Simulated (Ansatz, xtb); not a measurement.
**Relaxing a trial structure of AlClGaH3Si2**

The starting geometry of this gas-phase singlet was built from a drawn formula by distance geometry; its bonds are those of `Cl/[SiH]=[Si]1\[AlH][GaH]1`.

```xyz
8

Al    3.0546   -1.4727    0.0707
Cl   -0.4557   -3.3162   -3.2758
Ga    1.1840   -0.2719    1.4176
Si   -0.8039   -2.3078   -1.4523
Si    0.7299   -1.6851   -0.2729
H    -2.1410   -2.3917   -0.8155
H     4.5383   -2.1088   -0.1054
H     1.2269    1.2721    2.0457
```

Problem. Where would you expect an optimisation with r2SCAN-D4/def2-SVP to take it?

Solution. A new bond forms, giving a structure given below by its coordinates. Distances that change by over a tenth: Si4–Si5 (2.03 → 2.35 Å). Contacts that close: Al1–Si4 (4.23 → 2.38 Å).

The energy falls by 2.00 eV over 44 steps:

```json
{"step": "1", "E − E(last) (eV)": "2.003"}
{"step": "6", "E − E(last) (eV)": "1.031"}
{"step": "11", "E − E(last) (eV)": "0.984"}
{"step": "15", "E − E(last) (eV)": "0.718"}
{"step": "20", "E − E(last) (eV)": "0.554"}
{"step": "25", "E − E(last) (eV)": "0.225"}
{"step": "30", "E − E(last) (eV)": "0.118"}
{"step": "34", "E − E(last) (eV)": "0.040"}
{"step": "39", "E − E(last) (eV)": "0.001"}
{"step": "44", "E − E(last) (eV)": "0.000"}
```

Final geometry (Å):

```xyz
8

Al    1.6559   -2.2676    0.3667
Cl    0.4247   -2.1298   -3.3859
Ga    1.4229    0.3282    0.7827
Si    0.0520   -2.5422   -1.3661
Si   -0.3940   -0.8135    0.1561
H    -1.1166   -3.4615   -1.2959
H     3.1005   -2.7915    0.7538
H     2.1877    1.3958    1.6008
```

From the same start GFN2-xTB ends elsewhere, differing in Al1–Cl2 (2.30 against 3.95 Å here), Al1–Ga3 (2.99 against 2.64 Å here), Al1–H8 (1.68 against 3.90 Å here), Cl2–Ga3 (2.37 against 4.94 Å here), Cl2–Si4 (4.59 against 2.09 Å here), Ga3–Si5 (5.20 against 2.24 Å here).

The end wasn't checked by frequencies. Run with Ansatz 0.2.0, 3.1 min on 2 threads of Intel(R) Xeon(R) Platinum 8259CL CPU @ 2.50GHz (Skylake/Cascade Lake) (shared host).
